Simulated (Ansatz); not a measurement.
Start from `C=CC[O][AlH2]` and change one atom or group to get `C=C[CH2][GaH][Cl]`.

Ansatz, PBE0-D4/def2-TZVP geometries, multiplicity 1. Each molecule was computed in one conformer, which needn't be the lowest.

Scalar relativity is left out up to krypton.

```csv
property,`C=CC[O][AlH2]`
HOMO energy (PBE0/def2-TZVPP) / eV,-7.71
LUMO energy (ωB97M-V/def2-TZVPP) / eV,0.60
HOMO–LUMO gap (PBE0/def2-TZVPP) / eV,6.73
HOMO–LUMO gap (PBE/def2-TZVPP) / eV,4.77
HOMO–LUMO gap (B3LYP/def2-TZVPP) / eV,6.29
size of the dipole moment (PBE/def2-TZVPP) / D,0.78
```

(1) What does the change do to each property? (Estimate.)

Results:

(1) Computed: 
```json
{"property": "HOMO energy (PBE0/def2-TZVPP) / eV", "`C=C[CH2][GaH][Cl]`": "-7.06", "shift": "0.65"}
{"property": "LUMO energy (ωB97M-V/def2-TZVPP) / eV", "`C=C[CH2][GaH][Cl]`": "0.37", "shift": "-0.23"}
{"property": "HOMO–LUMO gap (PBE0/def2-TZVPP) / eV", "`C=C[CH2][GaH][Cl]`": "5.69", "shift": "-1.04"}
{"property": "HOMO–LUMO gap (PBE/def2-TZVPP) / eV", "`C=C[CH2][GaH][Cl]`": "3.85", "shift": "-0.92"}
{"property": "HOMO–LUMO gap (B3LYP/def2-TZVPP) / eV", "`C=C[CH2][GaH][Cl]`": "5.24", "shift": "-1.05"}
{"property": "size of the dipole moment (PBE/def2-TZVPP) / D", "`C=C[CH2][GaH][Cl]`": "2.43", "shift": "1.65"}
```

With PBE0 the HOMO rises by 0.65 eV and the LUMO falls by 0.39 eV, so the gap narrows by about 1.04 eV. PBE moves the HOMO by 0.50 eV and ωB97M-V by 0.81 eV. Dipoles are sizes alone; their direction can turn.

B3LYP here is the variant with VWN-RPA as its local correlation; programs differ in this.
